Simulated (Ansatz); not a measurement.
TeBr₂. Total charge 0; singlet. Geometry relaxed at r2SCAN-D4/def2-TZVP.

```csv
atom,x (Å),y (Å),z (Å)
Te1,-0.3812,0.4733,-0.8656
Br2,1.8310,-0.6061,-0.4915
Br3,-1.4498,0.1329,1.3571
```

In the def2 sets Te takes a core potential; there is no spin–orbit coupling.

Question: Estimate the harmonic wavenumbers at RKS r2SCAN-D4/def2-TZVP (Ansatz, unscaled). Is this a minimum?

Answer: 82, 252, 259 cm⁻¹. Yes, no mode is imaginary beyond noise. Zero-point energy 3.5 kJ/mol. Run time 29 s (4 threads of Intel Xeon on a shared host).
